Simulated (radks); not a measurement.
The numbers below are computed, except where a source is named.
Problem. The tantalum ion Ta+, 72 electrons, occupied as [Xe] 4f14 5d3 7f1 (not the ground configuration). Code: a radial shooting solver on a logarithmic mesh with Libxc functionals. Model: Dirac Kohn-Sham, PBE, spin-unpolarised, spherical densities, finite nucleus; open shells are shared between the two j in proportion to 2j + 1; Fermi nuclear charge, rms radius 5.3507 fm.

Spin-orbit splittings of the eigenvalues, e(l+1/2) - e(l-1/2), with zeta = 2 splitting/(2l+1) and mean radii in bohr:

| shell | occ. | splitting (eV) | zeta (eV) | <r> j=l-1/2 | <r> j=l+1/2 |
|---|---|---|---|---|---|
| 2p | 6 | 1270 | 846.8 | 0.06487 | 0.07271 |
| 3p | 6 | 273.4 | 182.3 | 0.1943 | 0.2088 |
| 3d | 10 | 59.56 | 23.82 | 0.1829 | 0.1874 |
| 4p | 6 | ? | ? | 0.4644 | 0.4975 |
| 4d | 10 | 11.57 | 4.627 | 0.5164 | 0.5279 |
| 4f | 14 | 1.983 | 0.5664 | 0.6336 | 0.6445 |
| 5p | 6 | 8.755 | 5.836 | 1.219 | 1.324 |
| 5d | 3 | 0.6982 | 0.2793 | 1.958 | 2.019 |
| 7f | 1 | 0.0009712 | 0.0002775 | 21.59 | 21.58 |

Estimate the 4p splitting.

Solution. 62.95 eV (zeta = 41.97 eV).
